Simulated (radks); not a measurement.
Spherical quantum dot in the effective-mass picture: electrons in a well V = -V0 / (1 + exp((r - R)/a)) with V0 = 58.3, R = 1.57, a = 0.056, with a point charge +1 (a donor) at the centre, all in effective atomic units (hartree* = m*/eps^2 hartree, bohr* = eps/m* bohr), one dielectric constant everywhere. Calculated with a radial shooting solver with Libxc functionals: non-relativistic Kohn-Sham, r2SCAN, spin-polarised, spherical densities, generalised Kohn-Sham scheme. Levels are named by radial order and angular momentum (1s, 1p, 1d, 2s, ...), and open shells are averaged over m. Results are scaled to m* = 0.111 and eps = 9, for which hartree* = 37.29 meV and bohr* = 4.291 nm.

N = 8, configuration 1s2 1p6. This is the lowest configuration that the search found. Occupied levels:

| level | occupation | eigenvalue (meV) | <r> (nm) |
|---|---|---|---|
| 1s | 2 | -1897.7 | 3.510 |
| 1p | 6 | -1823.9 | 4.194 |

Energy (meV): total -15797.3, kinetic 919.85, external -17625, Hartree 1141.2, exchange-correlation -233.18.
